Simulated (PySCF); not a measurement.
Assigning NMR signals

Mapped SMILES: `[CH2:1]=[CH:2][c:3]1[cH:4][cH:5][c:6]([C:7]([CH3:8])=[O:9])[cH:10][cH:11]1`; H(Xn) means a hydrogen on atom n. Ha(C1) is cis to C3; Hb(C1) is trans to C3.

- GIAO PBE0/pcSseg-1 shieldings
- PBE0-D3(BJ)/def2-SVP geometry
- couplings computed with B3LYP/pcJ-1 (without the spin–dipole term)
- program: PySCF
- no solvent, fast rotation and ring inversion assumed for equivalent nuclei, relativity neglected, one computed conformer

References, each an isolated molecule treated in the same way: TMS for $^{13}$C (σ = 184.41 ppm) and $^{1}$H (σ = 31.27 ppm).

Q: Assign these signals to the numbered atoms. $^{13}$C{$^{1}$H} NMR (computed): δ 197.2, 145.3, 144.0, 138.9, 134.6, 131.0, 122.8, 27.4.

A: 
197.2 → C7, ketone carbonyl carbon: low-lying n→π* states of the double bond to the heteroatom give a large paramagnetic term (-256 ppm)
145.3 → C3, substituted aromatic carbon
144.0 → C2, alkene CH: as expected for a trigonal carbon in a double bond
138.9 → C6, substituted aromatic carbon
134.6 → C5/C10, aromatic CH: the aromatic region
131.0 → C4/C11, aromatic CH
122.8 → C1, terminal =CH2 carbon: as expected for a trigonal carbon in a double bond
27.4 → C8, methyl carbon α to a carbonyl: α to the electron-withdrawing carbonyl group

C3 and C2 lie closer than the usual error of such a calculation, so a measured spectrum could show them in the other order.

Q: Assign these signals to the numbered atoms. $^{1}$H NMR (600 MHz, computed): δ 8.11 (d, J = 9.2 Hz, 2H), 7.58 (d, J = 9.2 Hz, 2H), 6.69 (dd, J = 19.0, 12.4 Hz, 1H), 6.34 (d, J = 19.0 Hz, 1H), 5.72 (d, J = 12.4 Hz, 1H), 2.51 (s, 3H).

A: 
8.11 → H(C5)/H(C10), hydrogen on an aromatic CH: ring current plus the deshielding of an ortho carbonyl group
7.58 → H(C4)/H(C11), hydrogen on an aromatic CH
6.69 → H(C2), hydrogen on an alkene CH: attached to an sp2 carbon and in the plane of the double bond
6.34 → Ha(C1), hydrogen on a terminal =CH2 carbon: a vinylic proton, deshielded by the sp2 carbon and the C=C anisotropy
5.72 → Hb(C1), hydrogen on a terminal =CH2 carbon
2.51 → H(C8), hydrogen on a methyl carbon α to a carbonyl: α to C=O

Splittings below 1 Hz are ignored in the labels, and close J values are merged. Couplings among chemically equivalent protons are left out too, so labels in AA′BB′ or AA′XX′ sets are apparent multiplicities. Unscaled 3J(H,H) at this level run about 10 % above measured values. Shifts are as computed. Against solution values, carbons near 30 ppm lie about +2 ppm off and those near 130 ppm about +5 ppm (rms about the fit 1.9 ppm; single classes can miss by 10 ppm). Of 1328 compounds with measured shifts, 309 miss one by over three times the rms of a fit or turn the order of signals round; such compounds aren't used in these exercises. Signals without a measured value on file couldn't be tested in this way; 1H shifts scatter by 0.2 ppm about their fit, and single ones miss by 0.5 ppm.
